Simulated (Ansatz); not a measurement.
Correlation energies of `N=C[SiH2]F` by basis set

```xyz
8

N    -1.780    0.465    0.080
C    -0.562    0.820    0.078
Si    0.890   -0.369   -0.051
F     0.247   -1.833   -0.142
H    -1.870   -0.552    0.003
H    -0.370    1.898    0.157
H     1.688   -0.125   -1.277
H     1.756   -0.305    1.151
```

Total charge 0; spin multiplicity 1. All single points use the PBE0-D4/def2-TZVP geometry. It is one conformer, not always the lowest. Frozen core, restricted reference, Ansatz 0.2.0. CBS rows extrapolate triple and quadruple zeta; past MP2 they add the triple-zeta difference.

```json
{"basis": "def2-SVP", "HF (Eh)": "-482.80020", "MP2 corr.": "-0.57462"}
{"basis": "def2-TZVPP", "HF (Eh)": "-483.15012", "MP2 corr.": "-0.73084"}
{"basis": "def2-QZVPP", "HF (Eh)": "-483.16863", "MP2 corr.": "-0.78930"}
```

Question: Estimate the CCSD correlation energy and the (T) correction in each basis where they were run (hartree).

Answer: 
| basis | CCSD corr. | (T) |
| --- | --- | --- |
| def2-SVP | -0.61046 | -0.01648 |
| def2-TZVPP | -0.75945 | -0.02871 |
| CBS(def2) | -0.86121 | as TZ |
